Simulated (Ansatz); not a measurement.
CH$_{4}$FGaTe (`[CH3][Ga]([F])[TeH]`). Charge 0, multiplicity 1. Te takes the def2 core potential. Geometry: relaxed with PBE0-D4/def2-TZVP.

```xyz
8

C     1.073   -0.637    0.237
Ga   -0.760   -0.236   -0.295
F    -1.752   -1.579   -0.865
Te   -2.069    1.906   -0.335
H     1.058   -1.328    1.082
H     1.610    0.268    0.521
H     1.590   -1.122   -0.592
H    -0.751    2.728    0.247
```

What is the dipole moment at ωB97M-V/def2-TZVPP? (Best estimate.)

The calculation gave: 2.65 D, with components (2.20, 1.16, 0.94) D in this frame, pointing from negative to positive charge.

And with PBE, r2SCAN, B3LYP? (Best estimate.)

Ansatz gave: PBE 2.56 D, r2SCAN 2.66 D, B3LYP 2.65 D.

Give the Mulliken charges with ωB97M-V, B3LYP, PBE in def2-TZVPP. (An estimate is asked.)

Ansatz gave: 
| atom | ωB97M-V | B3LYP | PBE |
| --- | --- | --- | --- |
| C1 | -0.47 | -0.38 | -0.37 |
| Ga2 | 0.59 | 0.56 | 0.49 |
| F3 | -0.39 | -0.40 | -0.35 |
| Te4 | -0.11 | -0.08 | -0.10 |
| H5 | 0.13 | 0.11 | 0.11 |
| H6 | 0.12 | 0.11 | 0.11 |
| H7 | 0.13 | 0.11 | 0.11 |
| H8 | 0.00 | -0.03 | -0.01 |

B3LYP here is the variant with VWN-RPA as its local correlation; programs differ in this.
